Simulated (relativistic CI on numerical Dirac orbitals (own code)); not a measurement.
# Ge II: q coefficients and field-shift factors

Method of calculation: Dirac-Coulomb-Breit CI, separate exchange-only KLI orbitals for each configuration, valence Slater integrals scaled by 0.85, P86 correlation energy added to each configuration, derivatives by finite differences, QED left out (own radial code, finite nucleus).

Configurations in the expansion (outside the closed core [Ar] 3d10): 4s2.4p, 4s.4p2, 4s2.5s, 4s2.5p, 4s2.4d, 4s2.6s, 4s2.5d, 4s2.4f. Levels of other configurations are missing.

With x = (α/α₀)² − 1 an excitation energy changes as ω = ω₀ + qx; K = 2q/ω₀ is the relative enhancement. Terms are leading LS components, so labels can repeat. The field-shift factor is F = δν/δ⟨r²⟩ for the transition from the lowest level.

Lowest level 4s2.4p 2P°_1/2.

| Level | ω₀ (cm⁻¹) | q (cm⁻¹) | F (GHz/fm²) |
| --- | --- | --- | --- |
| 4s2.4p 2P°_3/2 | 1727.0 | 1783 | -0.00229 |
| 4s.4p2 4P_1/2 | 43901.5 | 3110 | -2.61 |
| 4s.4p2 4P_3/2 | 44569.3 | 3833 | -2.61 |
| 4s.4p2 4P_5/2 | 45604.4 | 4880 | -2.62 |
| 4s.4p2 2D_3/2 | 62012.4 | 3483 | -1.65 |
| 4s.4p2 2D_5/2 | 62188.3 | 3689 | -1.64 |
| 4s2.5s 2S_1/2 | 63316.0 | 483.6 | 1.15 |
| 4s2.5p 2P°_1/2 | 79596.2 | 773.5 | 0.738 |
| 4s2.5p 2P°_3/2 | 79923.1 | 1110 | 0.737 |
| 4s.4p2 2S_1/2 | 81223.3 | 4272 | -2.47 |
| 4s2.4d 2D_3/2 | 81427.4 | 1861 | -0.126 |
| 4s2.4d 2D_5/2 | 81596.5 | 2070 | -0.144 |
| 4s.4p2 2P_1/2 | 91291.9 | 3693 | -2.32 |
| 4s.4p2 2P_3/2 | 92356.5 | 4731 | -2.32 |
| 4s2.6s 2S_1/2 | 95500.4 | 878.9 | 0.955 |
| 4s2.5d 2D_3/2 | 100986.1 | 1246 | 0.674 |
| 4s2.5d 2D_5/2 | 101024.6 | 1284 | 0.672 |
| 4s2.4f 2F°_7/2 | 102955.6 | 1066 | 0.84 |
| 4s2.4f 2F°_5/2 | 102955.8 | 1066 | 0.84 |

For a near-neutral ion this model can misplace configurations by up to about 10,000 cm⁻¹ (more where the count of f electrons changes) and terms by 10 to 25 % of their spread. Rates follow the energies as ν³ (E1, M1) or ν⁵ (E2), so they and the lifetimes can be off by large factors. The fine structure of a lone outer electron comes out too small, for d and f at times inverted, and misplaced configurations move strength between like terms.

Question: Which transition from the lowest level has the largest |K|?

Answer: 4s2.4p 2P°_3/2 at 1727.0 cm⁻¹, K = 2.07.
